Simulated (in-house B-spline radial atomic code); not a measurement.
Configurations of the scandium ion Sc⁴⁺, with energies counted from [Ne] 3s2 3p5. Method: non-relativistic AM05, spin-polarised, spherical fractional occupations, point nucleus. Calculated with a B-spline radial code for spherical atoms. Shells without spins written out take the highest spin.

Occupations are held fixed; configurations that lie above the ionisation limit could autoionise.

```
                             configuration  E - E(ref) (eV)  highest orbital  its <r> (bohr)
                          [Ne] 3s2 3p4 4s1           47.967            4s up           2.396
[Ne] 3s2 3p(3 up, 1 down) 4s(0 up, 1 down)            48.51          4s down           2.425
                          [Ne] 3s2 3p4 4f1           69.363            4f up           3.288
                          [Ne] 3s1 3p5 4d1           84.876            4d up           3.048
         [He] 2s2 2p(2 up, 3 down) 3s2 3p6           373.75            3p up           1.048
                  [He] 2s2 2p5 3s2 3p5 4f1           448.91            4f up           3.302
```

(1) Order these further configurations by energy, lowest first.
A. [He] 2s2 2p5 3s2 3p5 3d1
B. [Ne] 3s2 3p4 3d1
C. [He] 2s2 2p(2 up, 3 down) 3s2 3p(2 up, 3 down) 4p(0 up, 1 down)
D. [Ne] 3s1 3p6
E. [He] 2s2 2p(3 up, 2 down) 3s2 3p(2 up, 3 down) 4d(0 up, 1 down)

(2) How far above the reference does [He] 2s2 2p5 3s2 3p5 4s1 lie?

(3) How far above the reference does [Ne] 3s1 3p5 4s1 lie?

Results:

(1) D (21.453 eV), B (30.338 eV), A (405.99 eV), C (432.76 eV), E (442.54 eV).

(2) 426.59 eV; its least bound orbital is 4s up with <r> = 2.352 bohr.

(3) 69.667 eV; its least bound orbital is 4s up with <r> = 2.392 bohr.
